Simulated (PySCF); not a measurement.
**`CC(=O)C[P@H](C)=O`, C₄H₉O₂P**

Geometry:
```csv
atom,x (Å),y (Å),z (Å)
C1,-2.234,0.236,0.341
C2,-0.976,-0.519,0.629
O3,-0.523,-0.683,1.735
C4,-0.235,-0.997,-0.595
P5,0.922,0.395,-0.958
C6,2.158,0.417,0.375
O7,0.244,1.672,-1.192
H8,-2.687,0.590,1.263
H9,-1.977,1.083,-0.295
H10,-2.939,-0.392,-0.201
H11,0.333,-1.902,-0.388
H12,-0.890,-1.128,-1.456
H13,1.614,-0.085,-2.072
H14,2.855,1.228,0.171
H15,1.640,0.621,1.312
H16,2.688,-0.528,0.447
```

Theory: GIAO KT3/pcSseg-1 magnetisability, rotational g tensor and spin-rotation constants, non-relativistic, gas phase (PySCF 2.14.0). Geometry: GFN2-xTB.

(1) What are the magnetisability and the molar susceptibility?

(2) Split it along the inertial axes a, b, c into diamagnetic and paramagnetic parts about the centre of mass, with the quadrupole moment.

(3) And the rotational g tensor?

Results:

(1) Isotropic -1048 × 10⁻³⁰ J/T², or -63.1 × 10⁻⁶ cm³/mol; principal values -1159, -1079, -906 × 10⁻³⁰ J/T², anisotropy 224 × 10⁻³⁰ J/T² (root of half the summed squared differences of the principal values). The susceptibility is in cgs units.

(2) 
```csv
axis,χ (10⁻⁶ cm³/mol),diamagnetic (10⁻⁶ cm³/mol),paramagnetic (10⁻⁶ cm³/mol),summed x² of all electrons (Å²),quadrupole Θ (D Å)
a,-64.4,-487.6,423.2,146.9,+2.60
b,-59.1,-791.4,732.3,75.3,-5.86
c,-65.8,-942.6,876.8,39.6,+3.26
```
Anisotropies 2χaa − χbb − χcc = -4.0 and 2χbb − χaa − χcc = +12.1 × 10⁻⁶ cm³/mol. Θ is traceless in Buckingham's convention.

(3) 
| axis | rotational constant (GHz) | g | nuclear part | electronic part |
| --- | --- | --- | --- | --- |
| a | 3.2093 | -0.0396 | 0.5984 | -0.6381 |
| b | 1.7371 | -0.0218 | 0.5758 | -0.5976 |
| c | 1.4211 | -0.0169 | 0.5685 | -0.5854 |

Asymmetric top; isotopes 12C, 1H, 16O, 31P; no vibrational averaging.
